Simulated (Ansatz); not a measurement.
Isolated molecules relaxed with PBE0-D4/def2-TZVP in Ansatz; ΔE leaves out vibrations. CCSD(T)/CBS is the MP2 limit (def2-TZVPP, def2-QZVPP) plus CCSD(T) − MP2 in def2-TZVPP, frozen cores. This one scheme is used for every species. DFT in def2-TZVPP. B3LYP here is the variant with VWN-RPA as its local correlation; programs differ in this. One conformer a species, not always the lowest.

`OC[SiH2][SiH2]O` + H₂ → `OC[SiH2][SiH3]` + H₂O  (hydrogenolysis of the Si–O bond)

(1) Is it downhill or uphill in electronic energy at CCSD(T)/CBS, and by how much? (An estimate is asked.)

(2) What do these levels give: r2SCAN-D4, B3LYP-D4, MP2/def2-TZVPP, CCSD(T)/def2-TZVPP, SCS-MP2/def2-QZVPP, CCSD/CBS(def2)? (An estimate is asked.)

Largest T1 diagnostic among the species: 0.012.

Answers

(1) The calculation gave: Uphill: ΔE = +55.1 kJ/mol.

(2) The calculation gave: r2SCAN-D4 58.2, B3LYP-D4 57.6, MP2/def2-TZVPP 60.6, CCSD(T)/def2-TZVPP 53.5, SCS-MP2/def2-QZVPP 60.5, CCSD/CBS(def2) 53.7 kJ/mol.

The D4 term adds +4.6 kJ/mol with B3LYP and +2.6 kJ/mol with PBE0; it sums over pairs of atoms, weighted by their polarisabilities, and B3LYP, whose exchange is more repulsive, gets the larger term.
